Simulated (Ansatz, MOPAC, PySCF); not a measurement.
Donor–acceptor adduct: AlH3 (SMILES [AlH3]) (first 4 atoms) with H2S (SMILES S); geometry from B3LYP-D3(BJ)/def2-TZVP, rigid monomers moved along the line of their centres of mass till Al1···S5 is 2.96 Å.
(charge 0, multiplicity 1):
```xyz
7

Al    -0.2520    -0.1264     0.4923
H     -1.0017    -1.4932     0.8004
H     -1.1170     1.1968     0.3387
H      1.1968    -0.1837    -0.1560
S      0.6987     0.4818     3.2313
H      1.2046    -0.7269     3.5335
H     -0.4482     0.2460     3.8924
```

Interaction energies are E(AB) − E(A) − E(B) at the monomers' geometry in the complex; basis-set methods are counterpoise corrected. Rows marked so take none.

Correlated levels freeze the cores. CBS(a, b) extrapolates the correlation energy as X⁻³ and adds the Hartree–Fock energy of set b. Rows in 3-21G, 6-31G* carry no dispersion term and start afresh at each structure (6-31G* with six Cartesian d functions). The state reached by PM3, PM7 isn't checked; PM7 holds dispersion and hydrogen-bond terms.

Run with Ansatz (a program for electronic structure); MOPAC for PM3, PM7 (differences of heats of formation); PySCF for 3-21G rows, 6-31G* rows, the dispersion terms. 

Other levels give for the interaction energy: PBE/def2-TZVPPD -535.8; B3LYP/def2-TZVPPD -442.3; B3LYP-D3(BJ)/def2-TZVPPD -539.3; wB97M-V/def2-TZVPPD -543.6; CCSD(T)/CBS(aug-cc-pV(D+d)Z, aug-cc-pV(T+d)Z) -520.8 meV.

### Question
What do these common cheap choices give for the same quantity: PM3, PM7, HF/3-21G (no counterpoise), HF/6-31G*, HF/6-31G* (no counterpoise), B3LYP/6-31G*, B3LYP/6-31G* (no counterpoise), M06-2X/6-31G* (no counterpoise)?

### Answer
PM3 -617.2; PM7 -1027.9; HF/3-21G (no counterpoise) -463.8; HF/6-31G* -379.1; HF/6-31G* (no counterpoise) -397.4; B3LYP/6-31G* -462.4; B3LYP/6-31G* (no counterpoise) -488.5; M06-2X/6-31G* (no counterpoise) -587.2 meV. They span -1027.9 to -379.1 meV.
